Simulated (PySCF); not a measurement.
dimethyl carbonate (C3H6O3), singlet, geometry from GFN2-xTB; PySCF with WB97X/3-21G.

Input for PySCF:
```python
from pyscf import gto, scf, dft

mol = gto.Mole()
mol.atom = '''
    C     2.32517331    0.09994214    0.05033470
    O     1.10482066   -0.54437804    0.39359877
    C    -0.00225252    0.06041020   -0.03827659
    O    -0.04037348    1.07614926   -0.67209545
    O    -1.06015611   -0.65053184    0.35332550
    C    -2.32406787   -0.12639913   -0.03399431
    H     2.33572923    1.12457047    0.42682949
    H     3.11149818   -0.48764306    0.51637074
    H     2.45383247    0.12126973   -1.03361495
    H    -3.06483642   -0.80965771    0.37240314
    H    -2.40104093   -0.07929089   -1.12196490
    H    -2.46262854    0.87711717    0.37296294
'''
mol.basis = '3-21g'
mol.verbose = 3
mol.build()

mf = dft.RKS(mol)
mf.xc = 'wb97x'
mf.grids.atom_grid = (150, 974)
mf.kernel()
mf.analyze()
```

### Question
Write the output that PySCF gives for this input, abridged.

### Answer

```
converged SCF energy = -341.616135827626
**** MO energy ****
MO #1   energy= -19.1545553145118  occ= 2
MO #2   energy= -19.1544753844808  occ= 2
MO #3   energy= -19.0911820542815  occ= 2
MO #4   energy= -10.3807459147356  occ= 2
MO #5   energy= -10.2638934593202  occ= 2
MO #6   energy= -10.2636955871424  occ= 2
MO #7   energy= -1.28736603095728  occ= 2
MO #8   energy= -1.19618275857016  occ= 2
MO #9   energy= -1.16016262503976  occ= 2
MO #10  energy= -0.889529489608513 occ= 2
MO #11  energy= -0.824970355817981 occ= 2
MO #12  energy= -0.692168637069837 occ= 2
MO #13  energy= -0.660940076882576 occ= 2
MO #14  energy= -0.628677383377446 occ= 2
MO #15  energy= -0.588277745160228 occ= 2
MO #16  energy= -0.573178464108424 occ= 2
MO #17  energy= -0.548952761537152 occ= 2
MO #18  energy= -0.538764110312838 occ= 2
MO #19  energy= -0.512032190934226 occ= 2
MO #20  energy= -0.473277717434677 occ= 2
MO #21  energy= -0.443005709502299 occ= 2
MO #22  energy= -0.393990711145557 occ= 2
MO #23  energy= -0.393524887399075 occ= 2
MO #24  energy= -0.378602376892595 occ= 2
MO #25  energy= 0.148843120572476  occ= 0
MO #26  energy= 0.210348911152257  occ= 0
MO #27  energy= 0.242287779073562  occ= 0
MO #28  energy= 0.244165370038754  occ= 0
MO #29  energy= 0.271823727280606  occ= 0
MO #30  energy= 0.277877948209671  occ= 0
MO #31  energy= 0.286831706635104  occ= 0
MO #32  energy= 0.297361330689377  occ= 0
 ** Mulliken atomic charges  **
charge of    0C =     -0.09381
charge of    1O =     -0.31794
charge of    2C =      0.55573
charge of    3O =     -0.42799
charge of    4O =     -0.31795
charge of    5C =     -0.09377
charge of    6H =      0.11272
charge of    7H =      0.12337
charge of    8H =      0.11180
charge of    9H =      0.12338
charge of   10H =      0.11212
charge of   11H =      0.11235
Dipole moment(X, Y, Z, Debye): -0.00436,  0.12716, -0.07415
```
